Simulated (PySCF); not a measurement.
FGa, SMILES [F][Ga] (connectivity only; charge and spin as stated), charge +1, multiplicity 2. Geometry optimised at PBE0-D3(BJ)/def2-TZVPD. The multiplicity is an assumed one; other spin states were not compared.

The numbers are results of PBE0-D3(BJ)/def2-TZVPD in PySCF, not measurements.

Harmonic wavenumbers (cm⁻¹): 717. Rotational constants (GHz): 11.63 (linear); symmetry number 1.

Task: Work out the zero-point energy and the ideal-gas rigid-rotor harmonic-oscillator thermochemistry at 298.15 K and 1 atm.

Result: ZPE = ½ Σ hcν = ½ × 717 cm⁻¹ = 4.29 kJ/mol. H − E(el) = 13.24 kJ/mol. Entropy in J/(mol K): translation 164.69, rotation 60.54, vibration 1.20, spin 5.76, total 232.19. G − E(el) = -55.99 kJ/mol. Cp = 32.44 J/(mol K).
